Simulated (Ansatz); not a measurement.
Basis sets compared for Ga₉As₉H₂₈, a nanocrystal cut from zinc blende GaAs (hydrogen-capped). Total charge 0; singlet. Geometry PBE-D4/def2-SVP. Ansatz on 11 threads of AMD EPYC 7R13 on a shared host and a whole NVIDIA H100 80GB HBM3; times are rough, and most runs start from earlier orbitals.

```xyz
46

Ga    3.824   -1.743    2.144
Ga   -1.845    1.694    4.313
Ga   -2.796    3.168    0.150
Ga    0.527    0.455    0.736
Ga    0.175   -3.435    0.646
Ga   -2.914   -0.798   -0.084
Ga    0.144   -1.329   -2.886
Ga    3.855   -3.478   -1.592
Ga   -2.554    2.111   -3.627
As   -0.316    0.136    3.067
As    2.980    0.393    0.990
As    2.679   -3.298    0.595
As   -0.303    2.772    0.293
As   -3.401    2.452    2.482
As   -3.336    1.342   -1.369
As    2.611   -1.633   -2.853
As   -0.274    1.004   -3.659
As   -0.517   -1.305   -0.533
H     5.394   -1.723    1.995
H     3.060   -1.575    3.523
H    -0.951    2.969    4.576
H    -2.661    0.880    5.381
H    -3.111    4.692   -0.088
H    -0.307   -3.279    2.151
H    -0.290   -4.613   -0.298
H    -2.932   -0.307    1.440
H    -3.878   -1.921   -0.623
H    -0.595   -2.370   -3.805
H     5.343   -2.954   -1.502
H     3.397   -4.770   -2.375
H    -2.294    3.670   -3.566
H    -3.355    1.359   -4.756
H     0.939   -0.013    3.925
H    -0.756   -1.322    3.093
H     3.350    1.710    1.670
H     3.554    0.721   -0.385
H     3.091   -4.629    1.229
H     0.378    3.705    1.291
H     0.366    3.303   -0.969
H    -4.104    3.672    3.075
H    -4.621    1.552    2.379
H    -4.854    1.513   -1.454
H     3.148   -0.256   -2.465
H     3.072   -1.582   -4.308
H     0.739    1.863   -2.904
H     0.341    1.198   -5.044
```

Single mean-field runs in def2-SVP, def2-TZVP are fitted with def2-universal-jkfit.

Binding counts from free atoms (Ga doublet, As quartet, H doublet) in the same basis, without a counterpoise term.

```tsv
level	functions	energy (Eh)	HOMO (eV)	LUMO (eV)	binding per atom (eV)	wall time
PBE-D4/def2-SVP	716	-37453.4440	-5.88	-2.24	2.55	6 s
PBE0-D4/def2-SVP	716	-37454.4413	-6.85	-1.54	2.55	7 s
```

(1) Estimate the rows for PBE-D4/def2-TZVP, PBE0-D4/def2-TZVP.

Results:

(1) 
| level | functions | energy (Eh) | HOMO (eV) | LUMO (eV) | binding per atom (eV) | wall time |
| --- | --- | --- | --- | --- | --- | --- |
| PBE-D4/def2-TZVP | 1032 | -37458.1677 | -5.92 | -2.32 | 2.55 | 8 s |
| PBE0-D4/def2-TZVP | 1032 | -37459.1468 | -6.86 | -1.60 | 2.54 | 11 s |
